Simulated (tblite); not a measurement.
Record of a relaxation.

Species: C₃H₁₁FOSi₂.
Bonds: C1–C2, C2–C3, C2–Si4, Si4–O5, O5–Si6, Si6–F7. Hydrogens: H8, H9, H10 on C1; H11 on C2; H12, H13, H14 on C3; H15, H16 on Si4; H17, H18 on Si6.

Computed with GFN2-xTB (tblite), gas phase: L-BFGS steps from a force-field or distance-geometry start until the largest atomic force falls under 0.01 eV/Å. 7 of its 211 geometries are shown.

Step 0: E = -664.2114 eV, largest atomic force 3.011 eV/Å
```
atom  x, y, z in Å  |  force x, y, z in eV/Å
C1     -2.035   -1.090    0.049    0.020  -0.651  -0.024
C2     -1.227    0.163   -0.268   -0.427  -0.054  -0.443
C3     -1.475    1.189    0.798   -1.308   1.255   0.743
Si4     0.538   -0.361   -0.420    1.520   0.175   1.129
O5      1.554    0.224    0.844    1.393  -0.746  -2.563
Si6     3.155    0.169    0.200   -1.111   1.073   0.069
F7      3.288    1.525   -0.815   -0.112  -1.823   1.359
H8     -2.631   -0.848    0.951   -0.018  -0.847  -0.812
H9     -1.309   -1.909    0.267   -1.187   0.361   0.122
H10    -2.650   -1.417   -0.806    0.077   0.176   0.587
H11    -1.518    0.612   -1.233   -0.101  -0.386   0.243
H12    -2.084    0.729    1.622    0.944   0.662  -0.368
H13    -2.160    1.980    0.373    0.953  -0.383   0.630
H14    -0.537    1.615    1.190   -0.713   0.019  -0.080
H15     0.589   -1.839   -0.371    0.328   0.256  -0.019
H16     1.080    0.136   -1.661    0.056   0.066  -0.485
H17     3.236   -1.066   -0.600    0.176   0.550   0.095
H18     4.179    0.195    1.244   -0.489   0.296  -0.183
```

Step 35: E = -665.6634 eV, largest atomic force 0.573 eV/Å
```
atom  x, y, z in Å  |  force x, y, z in eV/Å
C1     -2.248   -1.010    0.094    0.033   0.022  -0.101
C2     -1.294    0.127   -0.279    0.082   0.033   0.169
C3     -1.250    1.073    0.931    0.328   0.084  -0.062
Si4     0.419   -0.531   -0.906   -0.245   0.045  -0.030
O5      1.750    0.047   -0.148   -0.490  -0.018  -0.008
Si6     3.265    0.277    0.304    0.374   0.070  -0.080
F7      3.803    1.578   -0.465   -0.035   0.028  -0.120
H8     -3.105   -0.602    0.611   -0.388   0.134  -0.122
H9     -1.797   -1.696    0.786    0.376  -0.349   0.256
H10    -2.576   -1.575   -0.769   -0.039  -0.007  -0.160
H11    -1.785    0.665   -1.099    0.228   0.036  -0.022
H12    -1.327    0.523    1.861   -0.019  -0.173   0.092
H13    -2.064    1.786    0.889   -0.213   0.080   0.028
H14    -0.328    1.637    0.988    0.220   0.140  -0.160
H15     0.464   -1.972   -0.662    0.057  -0.074  -0.002
H16     0.618   -0.190   -2.321   -0.043  -0.010   0.099
H17     4.123   -0.810   -0.141   -0.096   0.015   0.022
H18     3.323    0.679    1.688   -0.130  -0.056   0.198
```

Step 70: E = -665.8461 eV, largest atomic force 0.077 eV/Å
```
atom  x, y, z in Å  |  force x, y, z in eV/Å
C1     -2.296   -0.920    0.055    0.023   0.014  -0.024
C2     -1.235    0.130   -0.274    0.021   0.017  -0.037
C3     -0.961    0.989    0.960    0.016   0.018  -0.014
Si4     0.353   -0.671   -0.988    0.020  -0.012  -0.008
O5      1.665    0.010   -0.309   -0.010  -0.020  -0.001
Si6     3.071    0.372    0.369   -0.009   0.017  -0.001
F7      3.616    1.662   -0.412    0.002  -0.005   0.006
H8     -3.234   -0.443    0.337    0.006   0.004   0.014
H9     -1.968   -1.541    0.886   -0.010  -0.041  -0.011
H10    -2.486   -1.562   -0.802    0.004  -0.008  -0.001
H11    -1.658    0.784   -1.044   -0.005   0.017  -0.001
H12    -0.524    0.383    1.750   -0.053   0.025   0.050
H13    -1.887    1.436    1.323    0.046  -0.040   0.035
H14    -0.265    1.792    0.729    0.013  -0.007  -0.025
H15     0.461   -2.096   -0.669   -0.034  -0.008   0.027
H16     0.479   -0.426   -2.425   -0.011  -0.005  -0.010
H17     4.039   -0.684    0.141   -0.019   0.013  -0.017
H18     2.823    0.790    1.735    0.001   0.018   0.019
```

Step 105: E = -665.8657 eV, largest atomic force 0.069 eV/Å
```
atom  x, y, z in Å  |  force x, y, z in eV/Å
C1     -2.318   -0.831   -0.018   -0.016   0.026  -0.014
C2     -1.167    0.143   -0.273   -0.006  -0.029   0.000
C3     -0.820    0.890    1.013   -0.027   0.024   0.002
Si4     0.341   -0.792   -0.987    0.021  -0.031   0.019
O5      1.735   -0.131   -0.473   -0.009  -0.012  -0.007
Si6     2.970    0.472    0.353   -0.016   0.000  -0.026
F7      3.400    1.792   -0.450    0.021   0.025   0.031
H8     -3.193   -0.314    0.370   -0.016   0.067  -0.002
H9     -2.029   -1.585    0.709    0.019  -0.015   0.008
H10    -2.606   -1.339   -0.935    0.015  -0.011  -0.030
H11    -1.518    0.889   -0.996    0.013  -0.046  -0.001
H12    -0.462    0.199    1.773   -0.022  -0.006   0.040
H13    -1.701    1.404    1.397    0.030   0.010   0.045
H14    -0.041    1.628    0.833   -0.021  -0.001  -0.005
H15     0.380   -2.160   -0.460    0.008   0.001  -0.047
H16     0.389   -0.714   -2.446    0.017  -0.022   0.028
H17     4.088   -0.449    0.282   -0.013   0.000  -0.031
H18     2.544    0.905    1.671    0.002   0.021  -0.011
```

Step 140: E = -665.8956 eV, largest atomic force 0.071 eV/Å
```
atom  x, y, z in Å  |  force x, y, z in eV/Å
C1     -2.416   -0.673   -0.208    0.039   0.011  -0.005
C2     -1.098    0.100   -0.220    0.041   0.034   0.010
C3     -0.837    0.727    1.149   -0.015   0.028   0.028
Si4     0.382   -0.981   -0.758    0.021   0.009  -0.009
O5      1.762   -0.196   -0.395    0.033  -0.008  -0.029
Si6     3.014    0.609    0.203   -0.068  -0.004  -0.021
F7      3.047    2.030   -0.542   -0.016   0.000  -0.002
H8     -3.226   -0.033    0.137   -0.023   0.001  -0.021
H9     -2.356   -1.530    0.456    0.011  -0.026   0.040
H10    -2.664   -1.035   -1.203    0.013  -0.004  -0.022
H11    -1.206    0.918   -0.943   -0.001   0.018   0.026
H12    -0.758   -0.046    1.914   -0.010   0.044  -0.012
H13    -1.644    1.406    1.428    0.014  -0.044  -0.007
H14     0.094    1.292    1.134   -0.051  -0.010   0.025
H15     0.476   -2.228    0.004   -0.045  -0.009  -0.014
H16     0.403   -1.180   -2.208    0.021  -0.009   0.038
H17     4.221   -0.089   -0.190    0.021  -0.005   0.011
H18     2.798    0.916    1.606    0.013  -0.026  -0.036
```

Step 175: E = -665.9182 eV, largest atomic force 0.025 eV/Å
```
atom  x, y, z in Å  |  force x, y, z in eV/Å
C1     -2.364   -0.534   -0.384    0.000  -0.004   0.005
C2     -0.998    0.109   -0.148   -0.004  -0.005   0.000
C3     -0.905    0.641    1.282    0.015  -0.004   0.011
Si4     0.411   -1.112   -0.543   -0.003   0.008  -0.007
O5      1.859   -0.394   -0.336    0.009   0.001   0.006
Si6     3.008    0.661    0.035   -0.012   0.016  -0.005
F7      2.585    2.086   -0.574   -0.008  -0.019   0.008
H8     -3.164    0.182   -0.200   -0.008  -0.005   0.006
H9     -2.507   -1.382    0.282   -0.001   0.008  -0.002
H10    -2.453   -0.889   -1.408   -0.002   0.000   0.000
H11    -0.918    0.970   -0.824    0.007  -0.002   0.005
H12    -0.976   -0.173    2.003   -0.013   0.012  -0.018
H13    -1.713    1.345    1.485    0.012  -0.001  -0.004
H14     0.042    1.154    1.438   -0.006   0.003  -0.004
H15     0.428   -2.236    0.393   -0.001  -0.012  -0.002
H16     0.391   -1.531   -1.944    0.009   0.008   0.009
H17     4.207    0.251   -0.666    0.006   0.001   0.003
H18     3.059    0.858    1.473   -0.001  -0.006  -0.010
```

Step 210: E = -665.9205 eV, largest atomic force 0.008 eV/Å
```
atom  x, y, z in Å  |  force x, y, z in eV/Å
C1     -2.354   -0.522   -0.378   -0.003  -0.001  -0.001
C2     -0.978    0.101   -0.154    0.000   0.000   0.002
C3     -0.870    0.646    1.271    0.002   0.002  -0.005
Si4     0.416   -1.140   -0.544   -0.004   0.001   0.000
O5      1.871   -0.463   -0.264    0.004  -0.002   0.000
Si6     2.965    0.668    0.050   -0.005  -0.005   0.000
F7      2.435    2.054   -0.565    0.000   0.006   0.003
H8     -3.144    0.204   -0.188    0.006  -0.001   0.001
H9     -2.503   -1.368    0.290   -0.001   0.003   0.000
H10    -2.456   -0.878   -1.401    0.002   0.000   0.001
H11    -0.884    0.954   -0.837   -0.004   0.000  -0.001
H12    -0.972   -0.158    1.999    0.000   0.005  -0.001
H13    -1.653    1.379    1.462   -0.002  -0.001   0.001
H14     0.093    1.129    1.423   -0.003  -0.003   0.002
H15     0.389   -2.294    0.355    0.003  -0.006   0.004
H16     0.427   -1.513   -1.958    0.000   0.001  -0.005
H17     4.167    0.322   -0.680    0.003   0.001   0.002
H18     3.043    0.884    1.483    0.002  -0.001  -0.005
```

Q: Summarise the path.

A: The energy falls by 164.90 kJ/mol from step 0 to step 210; nine tenths of that is first reached at step 39. It falls at every step. The largest force goes from 3.011 to 0.008 eV/Å. Among the bonds O5–Si6 changes most, from 1.727 to 1.604 Å; the atoms move by 1.146 Å rms after alignment.

Q: Follow the three bonds and two angles with the largest change from start to end.

A: 
```tsv
step	E above end (kJ/mol)	largest force (eV/Å)	O5–Si6 (Å)	Si4–O5 (Å)	Si6–F7 (Å)	Si4–O5–Si6 (°)	H17–Si6–H18 (°)
0	164.90	3.011	1.727	1.724	1.700	105.2	111.3
9	71.96	0.526	1.618	1.639	1.603	118.5	120.2
18	51.15	0.260	1.617	1.637	1.605	131.2	118.5
27	36.90	0.429	1.602	1.629	1.605	151.3	115.8
37	21.42	0.333	1.612	1.638	1.606	164.3	118.1
46	10.68	0.128	1.606	1.628	1.603	159.5	118.1
55	8.89	0.090	1.604	1.625	1.603	164.5	119.4
64	7.87	0.060	1.603	1.625	1.603	168.0	118.4
73	7.03	0.048	1.603	1.624	1.603	168.5	118.2
82	6.74	0.034	1.603	1.625	1.603	169.8	118.9
91	6.47	0.046	1.603	1.625	1.603	171.4	118.5
100	5.84	0.068	1.603	1.625	1.603	169.9	116.5
110	4.88	0.058	1.603	1.625	1.604	165.8	118.5
119	4.61	0.033	1.604	1.626	1.604	165.1	118.2
128	4.14	0.080	1.603	1.626	1.603	164.7	116.8
137	2.69	0.066	1.603	1.627	1.604	167.8	118.3
146	1.68	0.073	1.602	1.626	1.604	172.7	118.2
155	0.92	0.068	1.602	1.627	1.604	166.6	119.0
164	0.33	0.034	1.603	1.628	1.606	162.5	119.3
173	0.23	0.019	1.604	1.629	1.606	162.9	119.1
183	0.14	0.036	1.603	1.630	1.605	161.9	119.1
192	0.08	0.022	1.604	1.630	1.606	160.2	119.3
201	0.04	0.013	1.604	1.630	1.606	159.5	119.1
210	0.00	0.008	1.604	1.630	1.606	159.3	119.3
```

What follows is the cost of the whole relaxation. Time: 4.9 s. Hardware: one thread of an Intel Xeon at 2.50 GHz, shared host.
